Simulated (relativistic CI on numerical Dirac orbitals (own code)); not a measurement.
# Ni²⁺: L2,3 absorption edge

Computed with this model: Dirac-Coulomb-Breit CI, orbitals from a KLI potential per configuration, a model potential for QED, valence Slater integrals scaled by 0.9, multiplet model of core-to-valence dipole absorption; configurations [Ar] 3d8 → [He] 2s2 2p5 3s2 3p6 3d9; 300 K; Lorentzian 0.24 eV and Gaussian 0.3 eV FWHM. Energies are those of the free ion, without screening or charge transfer. The branching ratio is the share of the lower-energy edge in the whole absorption, uncertain by about 0.02 where the edges overlap. S is read from ⟨S²⟩ = S(S + 1).

Field parameters in Wybourne normalisation: Td as Oh with Dq negative (B⁴₀ = 21Dq, B⁴₄ = √(5/14) B⁴₀). The field is a parameter set, without covalency.

Peaks in eV (height, largest 100): 854.4 (100), 855.0 (73), 857.2 (20), 872.7 (7), 873.4 (14).

(1) Which surroundings give this spectrum?
A. Td, 10Dq = -6900 cm⁻¹
B. Td, 10Dq = -3250 cm⁻¹
C. free ion
D. Td, 10Dq = -1450 cm⁻¹

Answers

(1) A. Td, 10Dq = -6900 cm⁻¹, where the ground state has S = 1.00.
